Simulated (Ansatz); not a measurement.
The same path of AsBH$_{3}$ (5 atoms, charge 0, multiplicity 2) was run twice with different band settings. The coordinate that changes most is the height of As2 over the plane of its neighbours.

Method: UKS BHLYP-D4/def2-TZVP (Ansatz 0.2.0).

Relaxed end points:

```xyz
5
Properties=species:S:1:pos:R:3
B 0.260 -1.052 0.513
As -0.122 0.299 -0.869
H 1.212 -1.240 1.183
H -1.609 0.432 -0.692
H 0.259 1.561 -0.136
```

```xyz
5
Properties=species:S:1:pos:R:3
B 0.275 -1.063 0.482
As -0.672 0.628 0.127
H 1.294 -1.283 1.035
H -1.344 0.275 -1.171
H 0.448 1.444 -0.472
```

Common settings: movable images 7; climbing image yes; spring 5.0 eV/Å²; optimiser quadratic models (default); start path through a guess of the saddle point; iteration limit 60; end points relaxed.

| run | force threshold |
| --- | --- |
| 1 | 0.05 eV/Å |
| 2 | 0.5 eV/Å |

Problem. What does each run give, and how far can it be trusted?

Solution. Run 1: converged after 6 iterations, highest image 0.436 eV above the first end. A vibrational analysis at the climbing image gives one clearly imaginary mode, 456i cm⁻¹: a first-order saddle point.
Run 2: converged after 3 iterations, highest image 0.457 eV above the first end. The threshold of 0.5 eV/Å is loose, so the images may lie well off the minimum-energy path. The order of the stationary point at the top wasn't checked.
